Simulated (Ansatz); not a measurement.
Nudged elastic band run: AlF₂H₃OS

Input file:

```yaml
crystal:
  periodic: [false, false, false]
  atoms:
    - { symbol: Al, position_ang: [-0.413019, -0.234309, -0.572709] }
    - { symbol: S, position_ang: [1.618297, 0.288358, -1.218027] }
    - { symbol: F, position_ang: [-0.800555, -1.845898, -0.44951] }
    - { symbol: F, position_ang: [-1.626513, 0.814308, -0.977614] }
    - { symbol: H, position_ang: [0.658463, 0.254267, 1.611288] }
    - { symbol: O, position_ang: [-0.228419, -0.01229, 1.353049] }
    - { symbol: H, position_ang: [1.272858, 1.527542, -1.601439] }
    - { symbol: H, position_ang: [-0.481113, -0.792077, 1.854962] }
basis:
  gaussian: { orbitals: def2-SVP }
hamiltonian:
  xc: { name: BHLYP }
  dispersion: d4
neb:
  order_check: false
  images: 5
  f_tol: 0.05
  max_iterations: 60
  final_atoms:
    - { symbol: Al, position_ang: [-0.71973913, -0.43138945, -0.19900327] }
    - { symbol: S, position_ang: [1.59988333, 0.33996844, -0.70264218] }
    - { symbol: F, position_ang: [-0.82026952, -1.92872955, -0.89610501] }
    - { symbol: F, position_ang: [-1.44888617, 0.79848134, -1.03918658] }
    - { symbol: H, position_ang: [1.69685434, 0.90786083, 0.51135504] }
    - { symbol: O, position_ang: [-0.57323014, -0.2849002, 1.47909235] }
    - { symbol: H, position_ang: [1.17170184, 1.46065303, -1.30831425] }
    - { symbol: H, position_ang: [-0.90631556, -0.86204344, 2.15480391] }
  initial_path:
    images:
      - { positions_ang: [[-0.413019, -0.234309, -0.572709], [1.618297, 0.288358, -1.218027], [-0.800555, -1.845898, -0.44951], [-1.626513, 0.814308, -0.977614], [0.658463, 0.254267, 1.611288], [-0.228419, -0.01229, 1.353049], [1.272858, 1.527542, -1.601439], [-0.481113, -0.792077, 1.854962]] }
      - { positions_ang: [[-0.54514881, -0.29825586, -0.58351547], [1.64974876, 0.29817558, -1.08267235], [-0.88334346, -1.91323857, -0.52666532], [-1.66509748, 0.79376216, -1.0714825], [0.73049805, 0.25298913, 1.33153022], [-0.22168265, 0.02304627, 1.37681141], [1.28556587, 1.5428649, -1.3981607], [-0.35054129, -0.69944261, 1.95415471]] }
      - { positions_ang: [[-0.67727861, -0.36220273, -0.59432195], [1.68120052, 0.30799316, -0.9473177], [-0.96613192, -1.98057914, -0.60382064], [-1.70368195, 0.77321633, -1.16535101], [0.80253311, 0.25171127, 1.05177244], [-0.2149463, 0.05838254, 1.40057382], [1.29827375, 1.5581878, -1.1948824], [-0.21996959, -0.60680822, 2.05334742]] }
      - { positions_ang: [[-0.80940842, -0.42614959, -0.60512842], [1.71265228, 0.31781074, -0.81196306], [-1.04892039, -2.04791971, -0.68097596], [-1.74226643, 0.75267049, -1.25921951], [0.87456816, 0.2504334, 0.77201467], [-0.20820995, 0.0937188, 1.42433624], [1.31098162, 1.57351071, -0.99160409], [-0.08939788, -0.51417384, 2.15254013]] }
      - { positions_ang: [[-0.77951866, -0.42789621, -0.46975337], [1.67506263, 0.32519664, -0.77552276], [-0.97270343, -2.00818966, -0.75268564], [-1.64447301, 0.76794078, -1.1858752], [1.14866355, 0.46957588, 0.68512813], [-0.32988335, -0.03248753, 1.44258827], [1.26455503, 1.53589148, -1.09717415], [-0.36170377, -0.63013037, 2.15329473]] }
      - { positions_ang: [[-0.74962889, -0.42964283, -0.33437832], [1.63747298, 0.33258254, -0.73908247], [-0.89648648, -1.9684596, -0.82439532], [-1.54667959, 0.78321106, -1.11253089], [1.42275895, 0.68871835, 0.59824158], [-0.45155674, -0.15869387, 1.46084031], [1.21812843, 1.49827225, -1.2027442], [-0.63400967, -0.7460869, 2.15404932]] }
      - { positions_ang: [[-0.71973913, -0.43138945, -0.19900327], [1.59988333, 0.33996844, -0.70264218], [-0.82026952, -1.92872955, -0.89610501], [-1.44888617, 0.79848134, -1.03918658], [1.69685434, 0.90786083, 0.51135504], [-0.57323014, -0.2849002, 1.47909235], [1.17170184, 1.46065303, -1.30831425], [-0.90631556, -0.86204344, 2.15480391]] }
```

Launched with:

```bash
$ ansatz run input.yaml --threads 2 --pin off --max-ram 3072MiB --backend cpu --events-out ev --progress --plain --runs-dir out
```

Output, in part (warnings, iteration lines, the closing report on the highest movable image, with atoms numbered from 0):

```
NEB end point (image 0): max|allowed force component| = 3.630e-3 eV/Å (the criterion of neb.relax_end_points is 1.000e-2)
NEB end point (image 6): max|allowed force component| = 2.441e-2 eV/Å (the criterion of neb.relax_end_points is 1.000e-2)
NEB iter   1: max|band force component| = 4.576e0 eV/Å  barrier→ = 1.7549 eV  barrier← = 1.3799 eV  Δτ_max = 0.2000 Å  (184 SCF iters)
NEB iter   2: max|band force component| = 2.159e0 eV/Å  barrier→ = 0.9501 eV  barrier← = 0.5752 eV  Δτ_max = 0.2000 Å  (149 SCF iters)
NEB iter   3: max|band force component| = 5.283e0 eV/Å  barrier→ = 0.9239 eV  barrier← = 0.5489 eV  Δτ_max = 0.0987 Å  (149 SCF iters)
NEB iter   4: max|band force component| = 8.414e-1 eV/Å  barrier→ = 0.8831 eV  barrier← = 0.5082 eV  Δτ_max = 0.1700 Å  (152 SCF iters)
NEB iter   5: max|band force component| = 4.473e-1 eV/Å  barrier→ = 0.8375 eV  barrier← = 0.4626 eV  CI = image 3  Δτ_max = 0.1013 Å  (152 SCF iters)
NEB iter   6: max|band force component| = 4.405e-1 eV/Å  barrier→ = 0.8183 eV  barrier← = 0.4433 eV  CI = image 3  Δτ_max = 0.0453 Å  (151 SCF iters)
NEB iter   7: max|band force component| = 3.445e-1 eV/Å  barrier→ = 0.8079 eV  barrier← = 0.4329 eV  CI = image 3  Δτ_max = 0.1131 Å  (154 SCF iters)
NEB iter   8: max|band force component| = 1.065e-1 eV/Å  barrier→ = 0.8015 eV  barrier← = 0.4266 eV  CI = image 3  Δτ_max = 0.0254 Å  (153 SCF iters)
NEB iter   9: max|band force component| = 6.220e-2 eV/Å  barrier→ = 0.8006 eV  barrier← = 0.4256 eV  CI = image 3  Δτ_max = 0.0676 Å  (150 SCF iters)
NEB iter  10: max|band force component| = 8.474e-2 eV/Å  barrier→ = 0.7997 eV  barrier← = 0.4247 eV  CI = image 3  Δτ_max = 0.0340 Å  (142 SCF iters)
NEB iter  11: max|band force component| = 3.917e-1 eV/Å  barrier→ = 0.7991 eV  barrier← = 0.4242 eV  CI = image 3  Δτ_max = 0.0168 Å  (148 SCF iters)
NEB iter  12: max|band force component| = 1.019e-1 eV/Å  barrier→ = 0.7983 eV  barrier← = 0.4234 eV  CI = image 3  Δτ_max = 0.0335 Å  (157 SCF iters)
NEB iter  13: max|band force component| = 1.037e-1 eV/Å  barrier→ = 0.7980 eV  barrier← = 0.4230 eV  CI = image 3  Δτ_max = 0.0168 Å  (140 SCF iters)
NEB iter  14: max|band force component| = 3.751e-2 eV/Å  barrier→ = 0.7977 eV  barrier← = 0.4228 eV  CI = image 3  Δτ_max = 0.0000 Å  (267 SCF iters)
Total energy: -24953.43397221 eV, -917.0217844337 hartree
Atom 0 at    -0.677924    -0.378691    -0.425204 Å, force    -0.000151    -0.013377    -0.009638 eV/Å
Atom 1 at     1.575193     0.274392    -0.786598 Å, force    -0.003736     0.002328    -0.000634 eV/Å
Atom 2 at    -0.933967    -1.985555    -0.698626 Å, force     0.007332     0.006358     0.004402 eV/Å
Atom 3 at    -1.715561     0.716175    -1.091620 Å, force    -0.004164     0.010799     0.000307 eV/Å
Atom 4 at     0.992524     0.235430     0.670862 Å, force     0.000530    -0.002611     0.000624 eV/Å
Atom 5 at    -0.170282    -0.012496     1.247218 Å, force     0.003682    -0.013730    -0.003130 eV/Å
Atom 6 at     1.281941     1.566088    -1.009375 Å, force     0.000064    -0.000775     0.000398 eV/Å
Atom 7 at    -0.351925    -0.415442     2.093344 Å, force    -0.003558     0.011008     0.007671 eV/Å
Dipole moment:     0.422108     0.236310     0.592190 e Å
```

The run converged. A vibrational analysis at the climbing image gives one clearly imaginary mode, 1156i cm⁻¹: a first-order saddle point. The orbitals stay closed-shell, which can raise the energy where a bond breaks towards radicals; this wasn't checked here.

Final band (atoms are numbered from 1 in the order of the input):

| image | path coordinate (Å) | energy (eV) | H5–O6 (Å) | S2–H5 (Å) |
| --- | --- | --- | --- | --- |
| 0 | 0.00 | 0.00 | 0.96 | 2.99 |
| 1 | 0.53 | 0.03 | 0.96 | 2.68 |
| 2 | 1.06 | 0.19 | 0.99 | 2.19 |
| 3 | 1.58 | 0.80 | 1.32 | 1.57 |
| 4 | 2.12 | 0.50 | 1.91 | 1.36 |
| 5 | 2.65 | 0.39 | 2.44 | 1.34 |
| 6 | 3.19 | 0.37 | 2.74 | 1.34 |

The run took 2.1 min on 2 threads of Arm Neoverse V2, on a shared host, peak memory 0.2 GiB.
